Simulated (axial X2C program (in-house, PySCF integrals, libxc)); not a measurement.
Nuclear properties of CdBr⁻

Computed with an in-house all-electron X2C program for linear molecules (integrals from PySCF): two-component X2C with atomic mean-field Coulomb and Gaunt terms, Gaussian nuclei, basis Cd dyall-acv3z, Br dyall-acv3z with contracted cores.

R = 2.875 Å (near the PBE0 minimum at charge -1 of the determinant lowest at the starting distance; the state shown can have its own minimum elsewhere).

Input and command:
```json
{"zs": [48, 35], "q": -1, "bas": ["dyall-acv3z", "dyall-acv3z"], "r0": 2.5, "levels": ["PBE0", "HF", "TPSSh", "PBE50", "r2SCAN"], "nst": 3}
```
```bash
python soeom.py task.json out
```

Keys: zs atomic numbers; q charge; bas basis sets; r0 starting distance in Å; levels methods; nst determinants followed.

Determinant lowest in the PBE0 search, Ω = 0 (closed shell), highest spinor 54% Cd s, 24% Br p, 14% Cd p:

```tsv
level	qzz Cd (a.u.)	qzz Br (a.u.)
PBE0	-1.47	0.87
HF	-1.51	0.71
TPSSh	-1.48	0.89
PBE50	-1.49	0.85
r2SCAN	-1.50	0.79
```

Determinant 2.45 eV from it at PBE0 and this distance, Ω = 2 (⟨Sz⟩ = 1.00, ⟨Lz⟩ = 1.00 at PBE0), spin on the atoms Cd 0.92, Br 0.08:

```tsv
level	Eeff magnitude (GV/cm)	Ws magnitude Cd (kHz)	A∥/gI Cd (MHz)	qzz Cd (a.u.)	A∥/gI Br (MHz)	qzz Br (a.u.)
PBE0	8.87	2.17	1760	-0.36	84.2	4.05
HF	8.2	2.04	1830	-0.64	68.5	2.42
TPSSh	8.57	2.12	1730	-0.37	82.6	4.21
PBE50	8.83	2.16	1890	-0.35	80.6	3.36
r2SCAN	9.05	2.21	1740	-0.29	94.1	3.96
```

Eeff is the effective electric field on the electron electric dipole moment in this Ω state and Ws the scalar–pseudoscalar constant of the nucleus named (defined with the proton number Z and per Ω); A∥ (defined per Ω) follows by multiplying with gI = μI/(I μN); qzz is the electric field gradient, eQq0 = 234.96 MHz × Q/barn × qzz. The operators were transformed with the bare-nucleus X2C matrices; with these basis sets, hyperfine constants and field gradients can be off by tens of per cent, and where levels differ in sign neither size nor sign is settled.

(1) With Q(79Br) = 0.3087 barn (Q from Pyykkö, Mol. Phys. 2018), turn the PBE0 values of the first state into constants in MHz.

Each state is one determinant with collinear spin, which with several unpaired electrons need not be a pure state. Unrestricted Hartree–Fock can overshoot spin polarisation at the nuclei. For an anion, determinants above electron detachment, or with a positive highest level, are held by the basis set. With several open shells hyperfine constants can be off by a factor of several. Open-shell Ω = 0 determinants with evenly filled partner blocks cannot be reached by this program, so the Ω shown need not be the lowest component. The search compared states at one distance, so a state with another bond length can lie lower. PBE0 term energies can be off by some tenths of an eV.

Results:

(1) eQq0(79Br) = 234.96 × (0.3087) × (0.87) = 63.1 MHz.
